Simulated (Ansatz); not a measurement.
Computed with PBE0-D4/def2-SVP (Ansatz, a first-principles code). No frequencies were computed at this level.

Ansatz 0.2 input:
```yaml
crystal:
  periodic: [false, false, false]
  atoms:
    - { symbol: C, position_ang: [-1.444781, -1.617006, -0.408941] }
    - { symbol: O, position_ang: [-0.581974, -0.636523, -0.934648] }
    - { symbol: C, position_ang: [-0.060622, 0.311594, -0.008835] }
    - { symbol: Si, position_ang: [0.823534, 1.50201, -1.232185] }
    - { symbol: Si, position_ang: [-1.339275, 1.148762, 1.157215] }
    - { symbol: O, position_ang: [0.768109, -0.320169, 0.961702] }
    - { symbol: C, position_ang: [1.94095, -0.933052, 0.481097] }
    - { symbol: H, position_ang: [-1.593467, -2.352563, -1.198889] }
    - { symbol: H, position_ang: [-2.410391, -1.182418, -0.125798] }
    - { symbol: H, position_ang: [-1.00287, -2.102412, 0.466152] }
    - { symbol: H, position_ang: [1.588635, 0.730701, -2.210256] }
    - { symbol: H, position_ang: [-0.227523, 2.254515, -1.911569] }
    - { symbol: H, position_ang: [1.7034, 2.402405, -0.482019] }
    - { symbol: H, position_ang: [-2.484342, 1.611616, 0.368437] }
    - { symbol: H, position_ang: [-0.654013, 2.276102, 1.783387] }
    - { symbol: H, position_ang: [-1.770123, 0.201589, 2.183847] }
    - { symbol: H, position_ang: [1.722401, -1.59558, -0.361515] }
    - { symbol: H, position_ang: [2.676355, -0.18447, 0.164477] }
    - { symbol: H, position_ang: [2.345998, -1.515099, 1.308341] }
basis:
  gaussian: { orbitals: def2-svp }
hamiltonian:
  xc: pbe0
  dispersion: d4
relax:
  max_steps: 150
```

Output:

```
Functional definition: PBE0
1781 factors; integrals over basis functions are off by at most 3.2e-4 eV
mean field evaluation 1: about -23124.1811 eV, gradient 4.5e1 eV
mean field evaluation 2: about -23122.8911 eV, gradient 5.3e1 eV
mean field evaluation 4: about -23128.8507 eV, gradient 2.5e0 eV
mean field evaluation 8: about -23128.9029 eV, gradient 1.1e-1 eV
mean field evaluation 16: about -23128.9029 eV, gradient 2.7e-5 eV
mean field -23128.90293668 eV, -849.9715055896 hartree, gradient 2.7e-5 eV, S^2 0.000000; 0 other end points of the search recorded, 0 dependent functions left out
reference -23128.90297099 eV, -849.9715068505 hartree; 37, 37 occupied and 129, 129 virtual orbitals, 1781 factors
relax step   1: F+E_penalty+E_count = -23129.34769104 eV  Δ(F+E_penalty+E_count) = +0.000e0 eV  max|allowed force component| = 8.428e-1 eV/Å  Δτ_max = 0.0000 Å  (26 SCF iters, accepted)
these checks for a lower state are left out or cut short: starts, cluster_reference, orbital_swaps, neighbouring_geometries, increment
1781 factors; integrals over basis functions are off by at most 3.5e-4 eV
mean field -23128.99110996 eV, -849.9747458978 hartree, gradient 1.3e-5 eV, S^2 0.000000; 0 other end points of the search recorded, 0 dependent functions left out
reference -23128.99114445 eV, -849.9747471653 hartree; 37, 37 occupied and 129, 129 virtual orbitals, 1781 factors
relax step   2: F+E_penalty+E_count = -23129.43388549 eV  Δ(F+E_penalty+E_count) = -8.619e-2 eV  max|allowed force component| = 3.601e-1 eV/Å  Δτ_max = 0.0444 Å  (28 SCF iters, accepted)
these checks for a lower state are left out or cut short: starts, cluster_reference, orbital_swaps, neighbouring_geometries, increment
1781 factors; integrals over basis functions are off by at most 3.6e-4 eV
mean field -23128.99089274 eV, -849.9747379153 hartree, gradient 1.7e-5 eV, S^2 0.000000; 0 other end points of the search recorded, 0 dependent functions left out
reference -23128.99092717 eV, -849.9747391805 hartree; 37, 37 occupied and 129, 129 virtual orbitals, 1781 factors
relax step   3: F+E_penalty+E_count = -23129.43391671 eV  Δ(F+E_penalty+E_count) = -3.122e-5 eV  max|allowed force component| = 4.547e-1 eV/Å  Δτ_max = 0.1471 Å  (26 SCF iters, accepted)
these checks for a lower state are left out or cut short: starts, cluster_reference, orbital_swaps, neighbouring_geometries, increment
1781 factors; integrals over basis functions are off by at most 3.6e-4 eV
mean field evaluation 32: about -23128.9689 eV, gradient 2.9e-2 eV
mean field -23129.00726115 eV, -849.9753394431 hartree, gradient 1.3e-5 eV, S^2 0.000000; 0 other end points of the search recorded, 0 dependent functions left out
reference -23129.00729563 eV, -849.9753407103 hartree; 37, 37 occupied and 129, 129 virtual orbitals, 1781 factors
relax step   4: F+E_penalty+E_count = -23129.45008120 eV  Δ(F+E_penalty+E_count) = -1.616e-2 eV  max|allowed force component| = 4.441e-2 eV/Å  Δτ_max = 0.0796 Å  (29 SCF iters, accepted)
these checks for a lower state are left out or cut short: starts, cluster_reference, orbital_swaps, neighbouring_geometries, increment
1781 factors; integrals over basis functions are off by at most 3.6e-4 eV
mean field -23129.00814834 eV, -849.9753720466 hartree, gradient 1.2e-5 eV, S^2 0.000000; 0 other end points of the search recorded, 0 dependent functions left out
reference -23129.00818280 eV, -849.9753733132 hartree; 37, 37 occupied and 129, 129 virtual orbitals, 1781 factors
relax step   5: F+E_penalty+E_count = -23129.45116847 eV  Δ(F+E_penalty+E_count) = -1.087e-3 eV  max|allowed force component| = 8.612e-2 eV/Å  Δτ_max = 0.0520 Å  (28 SCF iters, accepted)
these checks for a lower state are left out or cut short: starts, cluster_reference, orbital_swaps, neighbouring_geometries, increment
1781 factors; integrals over basis functions are off by at most 3.6e-4 eV
mean field -23129.00887861 eV, -849.9753988837 hartree, gradient 1.2e-5 eV, S^2 0.000000; 0 other end points of the search recorded, 0 dependent functions left out
reference -23129.00891305 eV, -849.9754001493 hartree; 37, 37 occupied and 129, 129 virtual orbitals, 1781 factors
relax step   6: F+E_penalty+E_count = -23129.45214008 eV  Δ(F+E_penalty+E_count) = -9.716e-4 eV  max|allowed force component| = 1.517e-2 eV/Å  Δτ_max = 0.0159 Å  (28 SCF iters, accepted)
these checks for a lower state are left out or cut short: starts, cluster_reference, orbital_swaps, neighbouring_geometries, increment
1781 factors; integrals over basis functions are off by at most 3.6e-4 eV
mean field -23129.00906319 eV, -849.9754056670 hartree, gradient 2.3e-5 eV, S^2 0.000000; 0 other end points of the search recorded, 0 dependent functions left out
reference -23129.00909762 eV, -849.9754069321 hartree; 37, 37 occupied and 129, 129 virtual orbitals, 1781 factors
relax step   7: F+E_penalty+E_count = -23129.45231912 eV  Δ(F+E_penalty+E_count) = -1.790e-4 eV  max|allowed force component| = 7.698e-3 eV/Å  Δτ_max = 0.0085 Å  (22 SCF iters, accepted)
1781 factors; integrals over basis functions are off by at most 3.6e-4 eV
mean field evaluation 64: about -23128.9710 eV, gradient 4.0e-1 eV
mean field -23129.00906319 eV, -849.9754056670 hartree, gradient 2.3e-5 eV, S^2 0.000000; 1 other end points of the search recorded, 0 dependent functions left out
reference -23129.00909762 eV, -849.9754069321 hartree; 37, 37 occupied and 129, 129 virtual orbitals, 1781 factors
Total energy: -23129.45235355 eV, -849.9916962871 hartree
Atom 0 at    -1.464612    -1.645448    -0.385647 Å, force    -0.001465    -0.005858    -0.003489 eV/Å
Atom 1 at    -0.573791    -0.700178    -0.921716 Å, force    -0.001783    -0.002055    -0.001413 eV/Å
Atom 2 at    -0.044676     0.229621    -0.006496 Å, force    -0.000556     0.002721    -0.000071 eV/Å
Atom 3 at     0.820587     1.513443    -1.163058 Å, force     0.000439    -0.001824     0.003948 eV/Å
Atom 4 at    -1.340122     1.156720     1.087502 Å, force     0.000335    -0.002094    -0.003880 eV/Å
Atom 5 at     0.784520    -0.382860     0.952365 Å, force     0.002433    -0.001163     0.001503 eV/Å
Atom 6 at     1.970237    -0.953222     0.459181 Å, force     0.003501    -0.004705     0.003820 eV/Å
Atom 7 at    -1.687591    -2.373230    -1.177559 Å, force     0.004744    -0.001128    -0.000647 eV/Å
Atom 8 at    -2.415676    -1.177252    -0.067611 Å, force    -0.004298     0.006730     0.002810 eV/Å
Atom 9 at    -1.025615    -2.171945     0.478352 Å, force     0.003769     0.000871    -0.000697 eV/Å
Atom 10 at     1.602628     0.836504    -2.239127 Å, force    -0.001495     0.001661    -0.001733 eV/Å
Atom 11 at    -0.251730     2.349059    -1.780281 Å, force    -0.000481     0.001099    -0.000877 eV/Å
Atom 12 at     1.724537     2.397629    -0.365176 Å, force     0.000655    -0.000944    -0.000407 eV/Å
Atom 13 at    -2.500980     1.592936     0.252249 Å, force    -0.000265    -0.001090     0.000470 eV/Å
Atom 14 at    -0.665590     2.365517     1.646873 Å, force     0.000029     0.001251     0.000814 eV/Å
Atom 15 at    -1.822947     0.295809     2.207086 Å, force     0.000745     0.002187     0.001633 eV/Å
Atom 16 at     1.769656    -1.652076    -0.370145 Å, force    -0.003822    -0.000562     0.000688 eV/Å
Atom 17 at     2.679933    -0.180884     0.106045 Å, force     0.001488     0.007698    -0.003227 eV/Å
Atom 18 at     2.441233    -1.500140     1.287163 Å, force    -0.003973    -0.002795     0.000755 eV/Å
Dipole moment:     0.047496    -0.244104     0.006910 e Å
```

Cost: around 60 core-seconds (rough).
